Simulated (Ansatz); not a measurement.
F3H5InNSi (`[F][In-]([F])([F])[NH2+][SiH3]`), 11 atoms. The species carries charge 0 and has multiplicity 1. Correlated methods include outer-core shells of In, which these sets cover unevenly. In takes the def2 core potential. All runs use 4 threads of an Intel Xeon on a shared host. Correlated methods freeze the cores.

Problem. How many basis functions does each run have, and how long does it take in Ansatz? RKS PBE0-D4/def2-TZVP relaxation (9 steps); RHF-CCSD(T)/def2-SVP energy; RKS PBE0-D4/def2-TZVP frequencies; RKS PBE0-D4/def2-QZVPP energy; RKS r2SCAN0-D4/def2-TZVPP energy; RKS ωB97M-V/def2-QZVPP energy; direct RPA on PBE orbitals/def2-TZVPP energy; RKS r2SCANh-D4/def2-TZVPP energy; RKS ωB97M-V/def2-SVP energy; RKS SPW92 (LDA)/def2-TZVPP energy; RHF-MP2/def2-TZVPP energy; RHF-MP2/def2-QZVPP energy. (An estimate is asked.)

Solution. The calculation gave: Other jobs shared the machine, so times are rough.

| level | job | functions | wall time | peak host memory (GiB) |
| --- | --- | --- | --- | --- |
| RKS SPW92 (LDA)/def2-TZVPP | energy | 286 | 3.9 s | 0.43 |
| RKS ωB97M-V/def2-SVP | energy | 125 | 12 s | 0.47 |
| RKS r2SCAN0-D4/def2-TZVPP | energy | 286 | 14 s | 0.98 |
| RHF-MP2/def2-TZVPP | energy | 286 | 14 s | 0.88 |
| RKS r2SCANh-D4/def2-TZVPP | energy | 286 | 15 s | 0.95 |
| direct RPA on PBE orbitals/def2-TZVPP | energy | 286 | 19 s | 0.89 |
| RKS PBE0-D4/def2-QZVPP | energy | 530 | 32 s | 2.5 |
| RHF-CCSD(T)/def2-SVP | energy | 125 | 33 s | 0.88 |
| RKS ωB97M-V/def2-QZVPP | energy | 530 | 55 s | 2.9 |
| RHF-MP2/def2-QZVPP | energy | 530 | 74 s | 3.7 |
| RKS PBE0-D4/def2-TZVP | relaxation (9 steps) | 241 | 120 s | 0.81 |
| RKS PBE0-D4/def2-TZVP | frequencies | 241 | 10 min | 0.81 |
